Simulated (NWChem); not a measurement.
# KF anion, doublet; SMILES of the neutral closed-shell parent [F][K]

Results from NWChem. Pople sets run with spherical d functions. Spin-unrestricted. Medium grid unless said otherwise, to which SCAN and Minnesota functionals are sensitive. Geometry: optimised at B3LYP/def2-SVPD, spin-unrestricted. This spin state was assumed; another may lie lower. No stability test was run on the SCF state. The highest occupied level is positive in some or all of these runs, so the extra electron may be held by the finite basis. Total energies of different functionals are on different scales.

```json
[
 {"level": "B3LYP/6-31+G*", "energy (Ha)": "-699.8161", "highest occupied level (eV)": "0.49", "lowest empty minus highest occupied level, either spin (eV)": "0.89", "<S²>": "0.750"},
 {"level": "PBE/6-31+G*", "energy (Ha)": "-699.4870", "highest occupied level (eV)": "0.72", "lowest empty minus highest occupied level, either spin (eV)": "0.55", "<S²>": "0.750"},
 {"level": "MN15/6-31+G*", "energy (Ha)": "-699.6163", "highest occupied level (eV)": "0.47", "lowest empty minus highest occupied level, either spin (eV)": "1.08", "<S²>": "0.751"},
 {"level": "BP86/6-31+G*", "energy (Ha)": "-699.8510", "highest occupied level (eV)": "0.66", "lowest empty minus highest occupied level, either spin (eV)": "0.41", "<S²>": "0.750"},
 {"level": "CAM-B3LYP/6-31+G*", "energy (Ha)": "-699.8009", "highest occupied level (eV)": "-0.04", "lowest empty minus highest occupied level, either spin (eV)": "1.62", "<S²>": "0.750"},
 {"level": "BLYP/6-31+G*", "energy (Ha)": "-699.7894", "highest occupied level (eV)": "0.84", "lowest empty minus highest occupied level, either spin (eV)": "0.49", "<S²>": "0.750"}
]
```
